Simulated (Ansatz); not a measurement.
Ideal-gas functions of `[SH][GaH2]` at 600 K and 1 bar, from an Ansatz frequency run at PBE0-D4/def2-TZVP.

Molar mass 104.81 g/mol, point group Cs (symmetry number 1), electronic degeneracy 1, moments of inertia 5.658, 112.792, 118.45 u Å². Harmonic wavenumbers (cm⁻¹, unscaled): 400, 410, 429, 595, 710, 737, 2000, 2015, 2719.

Use S(trans) = R[1.5 ln M + 2.5 ln T − 1.1517]; rotational temperatures θ = 24.2544 K / I; S(rot) = R[ln(√π/σ · √(T³/θAθBθC)) + 1.5]; for each mode x = 1.438777 ν̃/T, S = R[x/(eˣ − 1) − ln(1 − e⁻ˣ)] and H = RT x/(eˣ − 1); 1 cm⁻¹ = 0.0119627 kJ/mol; R = 8.31446 J/(mol·K).

Problem. By hand: the entropy, in J/(mol·K).

Solution. Translation 181.4. Rotation: θ = 4.2867, 0.215, 0.2048 K, giving 103.9. Vibration, mode by mode: 8.97, 8.78, 8.44, 6.03, 4.83, 4.58, 0.40, 0.39, 0.09, in all 42.5. Electronic 0.0. Sum 327.8 J/(mol·K).

Problem. By hand: H − E and G − E in kJ/mol, counted from the electronic energy.

Solution. Zero-point energy ½ × 10015 × 0.0119627 = 59.9; thermal vibration 15.2; translation, rotation and pV give 4 RT = 20.0. H − E = 95.1 kJ/mol, and G − E = 95.1 − 600 × 327.8/1000 = -101.6 kJ/mol.

Vibration gives 13 % of the entropy.
